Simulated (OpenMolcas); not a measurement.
## Al⁺: effect of the active space

- Program: OpenMolcas 26.06
- Method: SS-CASPT2 or its RAS form, IPEA 0.25 Eh, imaginary shift 0.1 Eh
- Basis: ANO-RCC-VTZP
- Scalar Hamiltonian: DKH2, point nucleus
- Spin-orbit coupling: RASSI with atomic mean-field integrals over the reference wave functions, term energies averaged over their components

A. 2 electrons in 4 orbitals (3s 3p); 2S+1 = 3 even, 3 roots; 2S+1 = 1 even, 7 roots; 2S+1 = 3 odd, 3 roots; 2S+1 = 1 odd, 3 roots; closed shells correlated: 2s 2p; CASPT2 step roughly 1.4 core-seconds
B. 2 electrons in 8 orbitals (3s 3p 4s 4p); 2S+1 = 3 even, 3 roots; 2S+1 = 1 even, 7 roots; 2S+1 = 3 odd, 3 roots; 2S+1 = 1 odd, 3 roots; closed shells correlated: 2s 2p; CASPT2 step about 2.8 core-seconds
C. 2 electrons in 9 orbitals (RAS2 3s 3p; RAS3 3d, at most 2 electrons); 2S+1 = 3 even, 3 roots; 2S+1 = 1 even, 7 roots; 2S+1 = 3 odd, 3 roots; 2S+1 = 1 odd, 3 roots; closed shells correlated: 2s 2p; CASPT2 step of the order of 4 core-seconds

Energies in cm-1 above 3s2 1S0, the measured ground level; measured values from NIST Handbook of Basic Atomic Spectroscopic Data.

```csv
Level,A,B,C,Measured
3s2 1S0,0.0,0.0,0.0,0.0
3s 3p 3P* 0,36816,37025,36735,37393
3s 3p 3P* 1,36867,37075,36785,37454
3s 3p 3P* 2,36969,37177,36887,37578
3s 3p 1P* 1,61669,61306,59743,59852
```

Deviations, from unrounded energies. A percentage is the sum of absolute deviations over the sum of measured energies, with the sign that they share, or ± where signs differ.

| Against measurement | Levels | A | B | C |
| --- | --- | --- | --- | --- |
| mean absolute deviation (cm-1) | 4 | 900 | 650 | 530 |
| other configurations (%) | 4 | ±2.1 | ±1.5 | -1.2 |

C lies closest to measurement on these levels and A furthest from it. The largest miss of C in the table is 3s 3p 3P* 2, by -690 cm-1. The ranking rests on the paired levels alone, and a cruder setting can come out closer through cancelling errors.

Among A to C the level of the table that moves most is 3s 3p 1P* 1, by 1900 cm-1 (lowest in C, highest in A).

Over all roots computed the reference weight is 0.92 to 0.98 in A, 0.89 to 0.99 in B; the roots of lowest weight are the least certain, and an intruder state may touch them. The run also gave levels led by 3s 4s, which use shells meant for correlation; these and all levels above them are left out (holds for B). Active for correlation alone: 3d; no level in the range computed is led by a configuration that fills it, so any true level of that kind is missing (holds for C). Measured partners are found by configuration, term and J. A level has none where our copy of the source lacks it or the pairing is in doubt (some pairs that miss far off the trend of their configuration count as doubtful), and it then counts in no deviation. Only configurations of the active space appear. Levels that lie high or do not pair safely by name in every column are left out.

* marks odd parity.
